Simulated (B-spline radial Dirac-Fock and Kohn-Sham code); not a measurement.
## Core-level shifts of barium with charge state

The computed values come from a radial B-spline solver: Dirac-Fock ΔSCF + Breit + QED. Each ion is free and in its tabulated ground configuration. Correlation and solid-state effects are left out.

Reference: Ba⁴⁷⁺, [He] 2s2 2p5, with K 41068.0 eV. Shifts from it, in eV (a dash: the subshell is empty, belongs to an open shell averaged over j, or its hole state is left out as unreliable):

```csv
ion,configuration,K
Ba⁴⁸⁺,[He] 2s2 2p4,+344.3
Ba⁴⁹⁺,[He] 2s2 2p3,+693.4
Ba⁵⁰⁺,[He] 2s2 2p2,+1047.1
Ba⁵¹⁺,[He] 2s2 2p1,+1405.5
Ba⁵²⁺,[He] 2s2,+1768.7
Ba⁵³⁺,[He] 2s1,–
Ba⁵⁴⁺,1s2,+2414.6
Ba⁵⁵⁺,1s1,+3493.7
```
